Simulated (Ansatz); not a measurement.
`N=C[CH2][GaH][NH2]` + H–F → `[NH2][GaH][CH2]F` + `C=N`  (substitution at a C–C bond)

Calculated with Ansatz (gas phase, PBE0-D4/def2-TZVP geometries, no zero-point term in ΔE). CCSD(T)/CBS adds triple-zeta CCSD(T) − MP2 to the extrapolated MP2 energy (def2 sets, frozen cores). This one scheme is used for every species. Functionals use def2-TZVPP. For Ga outer-core shells are correlated without core-valence functions, which leaves a few kJ/mol of doubt a bond. Scalar relativity is left out up to krypton. One conformer a species, not always the lowest.

| level | ΔE (kcal/mol) |
| --- | --- |
| r2SCAN-D4 | 23.7 |
| ωB97X-V | 21.4 |
| ωB97M-V | 22.2 |
| PBE | 22.2 |
| PBE0 | 23.4 |
| CCSD(T)/def2-TZVPP | 24.4 |
| SCS-MP2/def2-QZVPP | 25.1 |
| CCSD/CBS(def2) | 24.5 |

(1) What does CCSD(T)/CBS give? (An estimate is asked.)

Largest T1 diagnostic among the species: 0.014.

Answers

(1) Ansatz gave: +25.3 kcal/mol. The listed levels differ from it by -1.6, -3.9, -3.1, -3.1, -1.9, -0.9, -0.2, -0.8 kcal/mol.

In def2-TZVPP, CCSD(T) changes the Hartree–Fock value by +5.9 kcal/mol (the triples alone add +0.9 kcal/mol) and MP2 by +9.5 kcal/mol. From PBE to PBE0 (25 % exact exchange), in def2-TZVPP and without D4, ΔE moves by +1.2 kcal/mol. The D4 term adds +2.3 kcal/mol with B3LYP and +1.3 kcal/mol with PBE0; it sums over pairs of atoms, weighted by their polarisabilities, and B3LYP, whose exchange is more repulsive, gets the larger term.

B3LYP here is the variant with VWN-RPA as its local correlation; programs differ in this.
